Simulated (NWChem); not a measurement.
Species: CH₃Cl₃Si; SMILES C[Si](Cl)(Cl)Cl

All runs: NWChem. Geometry: optimised at B3LYP/6-31G* (spherical d). Total energies compare along this basis series because the functional is fixed.

```
level             basis functions  energy (Ha)  highest occupied level (eV)  orbital gap (eV)  dipole (D)
----------------  ---------------  -----------  ---------------------------  ----------------  ----------
TPSS/pcseg-1                  101   -1710.1885                        -8.06              7.02        2.39
TPSS/aug-pcseg-1              158   -1710.1999                        -7.95              6.79        2.05
TPSS/pcseg-2                  208   -1710.3645                        -7.98              6.97        2.14
TPSS/STO-3G                    44   -1691.3916                          [?]               [?]         [?]
TPSS/def2-SVP                 101   -1709.7120                        -7.76              7.24        2.08
```

### Question
Fill in the missing entries.

### Answer

- TPSS/STO-3G, highest occupied level (eV): -6.12
- TPSS/STO-3G, orbital gap (eV): 6.92
- TPSS/STO-3G, dipole (D): 2.84
